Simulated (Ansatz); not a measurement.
C2H6AlNSi can be A, `[CH3][Al]1[N]=C[SiH2]1`, or B, `[AlH2][NH]C#C[SiH3]`.

Gas-phase electronic energies from Ansatz, PBE0-D4/def2-TZVP geometries. CBS: MP2 limit from def2 TZ/QZ plus the TZ coupled-cluster correction, frozen cores. DFT in def2-TZVPP. B3LYP here is the variant with VWN-RPA as its local correlation; programs differ in this.

Problem. Which is lower in electronic energy at CCSD(T)/CBS, and by how much? (An estimate is asked.)

Solution. Computed: A, by 37.9 kJ/mol.

Problem. Give E(B) − E(A) in kJ/mol with PBE0-D4, B3LYP, HF/def2-TZVPP, r2SCAN-D4, MP2/def2-TZVPP, ωB97M-V, PBE-D4. (Best estimate.)

Solution. The calculation gave: PBE0-D4 58.9, B3LYP 25.1, HF/def2-TZVPP -3.2, r2SCAN-D4 44.3, MP2/def2-TZVPP 26.2, ωB97M-V 41.4, PBE-D4 60.9. The order is the other way round with HF/def2-TZVPP.

Largest T1 diagnostic: 0.014.

In def2-TZVPP, CCSD(T) changes the Hartree–Fock value by +41.9 kJ/mol (the triples alone add +6.0 kJ/mol) and MP2 by +29.4 kJ/mol.
